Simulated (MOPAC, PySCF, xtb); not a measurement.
Complex: AlH3O2 (SMILES [OH][AlH][OH]) (first 6 atoms) with H2O (SMILES O); geometry from B3LYP-D3(BJ)/def2-TZVP, rigid monomers moved along the line of their centres of mass till H4···O7 is 3.40 Å.
(charge 0, multiplicity 1):
| atom | x (Å) | y (Å) | z (Å) |
|---|---|---|---|
| O | -0.0510 | 0.6031 | 1.5222 |
| Al | -0.0354 | -0.5132 | 0.2543 |
| O | -0.0633 | 0.0648 | -1.3427 |
| H | -0.0383 | 0.3835 | 2.4648 |
| H | 0.0045 | -2.0681 | 0.4449 |
| H | -0.0878 | 0.9995 | -1.5534 |
| O | -0.0085 | 0.1874 | 5.8543 |
| H | 0.7607 | 0.5925 | 6.2696 |
| H | -0.7761 | 0.5834 | 6.2811 |

Counterpoise-corrected where a basis set is named; no monomer relaxation. Rows marked so take none.

Rows in 6-31G* carry no dispersion term and start afresh at each structure (6-31G* with six Cartesian d functions). The state that PM3, PM6 reach isn't checked.

Programs: MOPAC for PM3, PM6 (differences of heats of formation); PySCF for 6-31G* rows; xtb for the GFN methods. Values without a source in brackets are computed.

Question: One of these levels gives -0.35 kcal/mol for the interaction energy. Name it.
(A) PM3
(B) GFN2-xTB
(C) PM6
(D) M06-2X/6-31G* (no counterpoise)

Answer: A, PM3. The others give -0.93 (PM6), -1.47 (GFN2-xTB), -1.99 (M06-2X/6-31G* (no counterpoise))
